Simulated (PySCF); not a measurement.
Planning calculations on `[F][GeH2][C@H](F)[GeH3]` (11 atoms, 94 electrons) with PySCF and density fitting. Hardware: one thread of an Arm Neoverse V2, on a shared host. Times on a shared machine are rough. SCF iterations of a TDDFT job count the ground state alone. Geometry: PBE0-D3(BJ)/def2-SVP.

Compound: CH₆F₂Ge₂.
Numbering: `[F:1][GeH2:2][C@H:3]([F:4])[GeH3:5]` (hydrogens: H6, H7 on Ge2; H8 on C3; H9, H10, H11 on Ge5)

```
                                                                                   job  basis functions                          grid  SCF iterations    other work
    core-ionisation, ΔSCF SCAN (pcX-1 on a light ionised atom, pcseg-1 elsewhere, X2C)        up to 136  50×110 at most in the cycles              50  3 core holes
      core-ionisation, ΔSCF HF (pcX-2 on a light ionised atom, pcseg-1 elsewhere, X2C)        up to 157  50×110 at most in the cycles              46  3 core holes
core-ionisation, ΔSCF SCAN (def2-TZVP on a light ionised atom, pcseg-1 elsewhere, X2C)        up to 143  50×110 at most in the cycles              49  3 core holes
         core-ionisation, ΔSCF SCAN (pcX-2 on a light ionised atom, pcseg-1 elsewhere)        up to 157  50×110 at most in the cycles              50  3 core holes
    core-ionisation, ΔSCF PBE0 (pcX-2 on a light ionised atom, pcseg-1 elsewhere, X2C)        up to 157  50×110 at most in the cycles              46  3 core holes
                                           geometry optimisation, PBE0-D3(BJ)/def2-SVP              136                       level 1              44   7 gradients
     core-ionisation, ΔSCF PBE (pcX-2 on a light ionised atom, pcseg-1 elsewhere, X2C)        up to 157  50×110 at most in the cycles              50  3 core holes
    core-ionisation, ΔSCF SCAN (pcX-2 on a light ionised atom, pcseg-1 elsewhere, X2C)        up to 157  50×110 at most in the cycles              50  3 core holes
   core-ionisation, ΔSCF B3LYP (pcX-2 on a light ionised atom, pcseg-1 elsewhere, X2C)        up to 157  50×110 at most in the cycles              47  3 core holes
```

(1) Sort the jobs into tiers of rough cost, cheapest first; a new tier starts where the time jumps by half or more.

(2) What do these jobs cost together, and what share goes to the dearest?

(3) How much memory did the process hold at its peak in each job?

Answers

(1) 
- about 15 to 40 core-seconds: core-ionisation, ΔSCF PBE (pcX-2 on a light ionised atom, pcseg-1 elsewhere, X2C); core-ionisation, ΔSCF SCAN (pcX-1 on a light ionised atom, pcseg-1 elsewhere, X2C); core-ionisation, ΔSCF SCAN (def2-TZVP on a light ionised atom, pcseg-1 elsewhere, X2C); core-ionisation, ΔSCF SCAN (pcX-2 on a light ionised atom, pcseg-1 elsewhere); core-ionisation, ΔSCF SCAN (pcX-2 on a light ionised atom, pcseg-1 elsewhere, X2C); core-ionisation, ΔSCF HF (pcX-2 on a light ionised atom, pcseg-1 elsewhere, X2C); core-ionisation, ΔSCF PBE0 (pcX-2 on a light ionised atom, pcseg-1 elsewhere, X2C); core-ionisation, ΔSCF B3LYP (pcX-2 on a light ionised atom, pcseg-1 elsewhere, X2C)
- roughly 70 core-seconds: geometry optimisation, PBE0-D3(BJ)/def2-SVP

Within a tier the order means little. Dearest over cheapest: a factor of about 5.

(2) About 5 core-minutes, of which geometry optimisation, PBE0-D3(BJ)/def2-SVP takes about 25 %.

(3) core-ionisation, ΔSCF SCAN (pcX-1 on a light ionised atom, pcseg-1 elsewhere, X2C): 0.44 GiB; core-ionisation, ΔSCF SCAN (def2-TZVP on a light ionised atom, pcseg-1 elsewhere, X2C): 0.44 GiB; core-ionisation, ΔSCF PBE (pcX-2 on a light ionised atom, pcseg-1 elsewhere, X2C): 0.50 GiB; core-ionisation, ΔSCF SCAN (pcX-2 on a light ionised atom, pcseg-1 elsewhere): 0.53 GiB; core-ionisation, ΔSCF SCAN (pcX-2 on a light ionised atom, pcseg-1 elsewhere, X2C): 0.53 GiB; geometry optimisation, PBE0-D3(BJ)/def2-SVP: 0.54 GiB; core-ionisation, ΔSCF B3LYP (pcX-2 on a light ionised atom, pcseg-1 elsewhere, X2C): 0.64 GiB; core-ionisation, ΔSCF HF (pcX-2 on a light ionised atom, pcseg-1 elsewhere, X2C): 0.65 GiB; core-ionisation, ΔSCF PBE0 (pcX-2 on a light ionised atom, pcseg-1 elsewhere, X2C): 0.65 GiB.
